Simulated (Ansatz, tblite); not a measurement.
Forces on the cluster Cu₃H₄ at its PBE-D4/def2-SVP geometry. Charge 0, multiplicity 2.

The xTB rows come from tblite. In the doublet, H4 and H7 lie 0.79 Å apart (atoms count from 1), so H2 has formed as a molecule. No other spin state of charge 0 was run. Another isomer (doublet) lies 1.53 eV lower at PBE0-D4/def2-TZVP; other spin states weren't run for this one.

GFN1-xTB (tblite), largest force 0.59 eV/Å:

```xyz
7
positions Å, forces eV/Å
Cu   -0.320   -1.438   -0.474   -0.348   -0.074   -0.012
Cu    0.905    0.519    0.133   -0.320   -0.185   -0.044
Cu   -1.479    0.410    0.206   -0.234   -0.257   -0.080
H     2.486    1.557    0.000    0.011   -0.094    0.276
H    -1.099   -2.695   -0.867    0.316    0.475    0.148
H    -3.007    0.347    0.252    0.587    0.042   -0.010
H     2.514    1.301    0.750   -0.012    0.094   -0.278
```

GFN2-xTB (tblite), largest force 1.56 eV/Å:

```
Cu -0.572 -0.661 -0.202
Cu 1.342 0.765 0.204
Cu -0.883 -0.167 -0.021
H 0.170 0.379 -0.749
H 0.129 -0.514 -0.178
H -0.413 0.349 0.140
H 0.226 -0.152 0.807
```

PBE-D4/def2-TZVP (Ansatz), largest force 0.43 eV/Å:

```
Cu 0.009 -0.404 -0.140
Cu 0.216 0.122 0.035
Cu -0.370 0.200 0.081
H 0.022 -0.128 0.391
H 0.040 0.073 0.024
H 0.086 -0.002 -0.002
H -0.003 0.139 -0.388
```
